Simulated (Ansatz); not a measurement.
System: sum formula BSiH3F2, charge 0, multiplicity 1. SMILES: FB(F)[SiH3]
Geometry: optimised at B3LYP-D3(BJ)/def2-TZVP (Ansatz, a quantum-chemistry and plane-wave program).

Parts of the frozen-core correlation energy in aug-cc-pV(D+d)Z (Ansatz, hartree). Frozen orbitals: 8; correlated occupied orbitals by spin: 12 and 12; virtual: 108 and 108. No spin-orbit coupling. No relativistic terms.

```json
[
 {"term": "reference (HF)", "value": "-514.37563"},
 {"term": "MP2 opposite-spin", "value": "…"},
 {"term": "MP2 same-spin", "value": "-0.14664"},
 {"term": "CCSD correlation", "value": "…"},
 {"term": "(T)", "value": "…"},
 {"term": "T1 diagnostic", "value": "0.015"},
 {"term": "largest doubles amplitude", "value": "0.028"}
]
```

Complete the blanks.


- MP2 opposite-spin, value: -0.44481
- CCSD correlation, value: -0.62491
- (T), value: -0.01596
